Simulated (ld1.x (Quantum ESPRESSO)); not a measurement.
## Si: excitation energies, all-electron against TM

ld1.x (Quantum ESPRESSO) 7.5 input, shortened:

```
&input
   title='Si', zed=14., rel=0, dft='REVPBE', iswitch=3,
   config='[Ne] 3s1.5 3p2.5 3d-2'
 /
 &inputp
   pseudotype=2, tm=.true., lloc=0,
   nlcc=.true., new_core_ps=.true.
 /
3
3P  2  1   2.50   0.00  2.40  2.40  0.0
3D  3  2  -2.00   0.05  2.15  2.15  0.0
3S  1  0   1.50   0.00  2.00  2.00  0.0
 &test
   configts(1)='3s1.5 3p2.5'
 /
```

Energies are relative to the spin-unpolarised reference configuration 3s1.5 3p2.5; without spin polarisation the order of configurations can differ from experiment.

(1) Give the all-electron excitation energy and the error of the potential for: 3s2 3p2; 3s2 3p1; 3s2 3p0; 3s0 3p4; 3s1 3p3; 3s2 3p2.3; 3s2 3p1.5.

Results:

(1)

```json
{"valence configuration": "3s2 3p2", "charge": "0", "ΔE all-electron (eV)": "-3.354", "error AE − PS (meV)": "-0.7"}
{"valence configuration": "3s2 3p1", "charge": "+1", "ΔE all-electron (eV)": "4.379", "error AE − PS (meV)": "+0.3"}
{"valence configuration": "3s2 3p0", "charge": "+2", "ΔE all-electron (eV)": "20.358", "error AE − PS (meV)": "+13"}
{"valence configuration": "3s0 3p4", "charge": "0", "ΔE all-electron (eV)": "10.269", "error AE − PS (meV)": "-6.8"}
{"valence configuration": "3s1 3p3", "charge": "0", "ΔE all-electron (eV)": "3.390", "error AE − PS (meV)": "-0.7"}
{"valence configuration": "3s2 3p2.3", "charge": "-0.3", "ΔE all-electron (eV)": "-4.280", "error AE − PS (meV)": "0.0"}
{"valence configuration": "3s2 3p1.5", "charge": "+0.5", "ΔE all-electron (eV)": "-0.436", "error AE − PS (meV)": "-1.2"}
```
